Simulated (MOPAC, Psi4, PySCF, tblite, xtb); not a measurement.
Dimer HBr ··· H3B (SMILES Br and B) at R = 3.97 Å between the centres of mass, closest contact 3.22 Å (a random orientation, not optimised). Geometry in Å and degrees:

```
B
H 1 1.1893
H 1 1.1893 2 120.00
H 1 1.1893 2 120.00 3 -179.96
Br 3 3.2168 1 121.45 2 170.64
H 5 1.4248 3 104.84 1 52.41
```

Computed with: GFN2-xTB (tblite); SAPT0/jun-cc-pVDZ, frozen core (Psi4); PBE0/def2-TZVP, counterpoise-corrected (Psi4); PBE0-D3(BJ)/def2-TZVP, counterpoise-corrected (Psi4); PBE/def2-TZVP, counterpoise-corrected (Psi4); PBE-D3(BJ)/def2-TZVP, counterpoise-corrected (Psi4); wB97X-V/def2-TZVP, counterpoise-corrected (Psi4); HF/aug-cc-pVTZ, counterpoise-corrected (Psi4); MP2/aug-cc-pVTZ = DF-MP2/aug-cc-pVTZ, frozen core, counterpoise-corrected in Psi4; SCS-MP2/aug-cc-pVTZ = Psi4 with DF-SCS-MP2/aug-cc-pVTZ, frozen core, counterpoise-corrected; MP2/aug-cc-pVDZ = DF-MP2/aug-cc-pVDZ, frozen core, counterpoise-corrected (Psi4 1.11); CCSD/aug-cc-pVDZ = Psi4 with DF-CCSD/aug-cc-pVDZ, frozen core, counterpoise-corrected; CCSD(T)/aug-cc-pVDZ = DF-CCSD(T)/aug-cc-pVDZ, frozen core, counterpoise-corrected (Psi4); PM3, restricted, heats of formation (MOPAC); PM6, restricted, heats of formation (MOPAC); GFN1-xTB (xtb); RKS-B3LYP/6-31G* = restricted B3LYP/6-31G*, spherical d, no counterpoise correction run with PySCF; RHF/6-31G* = restricted Hartree-Fock/6-31G*, spherical d, no counterpoise correction run with PySCF; RMP2/3-21G = PySCF with restricted MP2 (frozen core)/3-21G, no counterpoise correction; RKS-B3LYP/LANL2DZ = restricted B3LYP/LANL2DZ, with its core potentials past Ne, no counterpoise correction (PySCF).

**Question.** What interaction energy does each level give?

**Answer.** 
| method | E_int / kJ/mol |
|---|---|
| PM6 | -1.29 |
| GFN2-xTB | -0.81 |
| GFN1-xTB | -0.79 |
| PBE-D3(BJ)/def2-TZVP | -0.52 |
| PBE0-D3(BJ)/def2-TZVP | -0.31 |
| wB97X-V/def2-TZVP | 0.28 |
| MP2/aug-cc-pVTZ | 0.49 |
| PM3 | 0.80 |
| MP2/aug-cc-pVDZ | 1.42 |
| CCSD(T)/aug-cc-pVDZ | 1.43 |
| SCS-MP2/aug-cc-pVTZ | 1.47 |
| RMP2/3-21G | 1.47 |
| PBE/def2-TZVP | 1.69 |
| CCSD/aug-cc-pVDZ | 1.83 |
| PBE0/def2-TZVP | 1.91 |
| SAPT0/jun-cc-pVDZ | 2.35 |
| RKS-B3LYP/6-31G* | 3.33 |
| RKS-B3LYP/LANL2DZ | 3.52 |
| RHF/6-31G* | 4.82 |
| HF/aug-cc-pVTZ | 5.14 |
